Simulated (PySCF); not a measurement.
ZnCl, SMILES [Cl][Zn] (connectivity only; charge and spin as stated), neutral, multiplicity 2. Atoms are numbered in the order given.

```xyz
2

Zn     0.0000     0.0000    -0.7867
Cl     0.0000     0.0000     1.3883
```
Charge 0, spin multiplicity 2.

Geometry: PBE-D3(BJ)/def2-TZVP. The spin state was assumed, not searched.

Level of theory: ωB97X/def2-TZVPD (PySCF).

Mulliken values depend strongly on the basis, most of all with diffuse functions as here. ESP charges are fitted to the potential on shells at 1.4 to 2.0 van der Waals radii. Atomic charges (e):

| atom | Mulliken | ESP fit | meta-Löwdin | Mulliken spin |
|---|---|---|---|---|
| Zn1 | 0.31 | 0.36 | 0.72 | 0.83 |
| Cl2 | -0.31 | -0.36 | -0.72 | 0.17 |
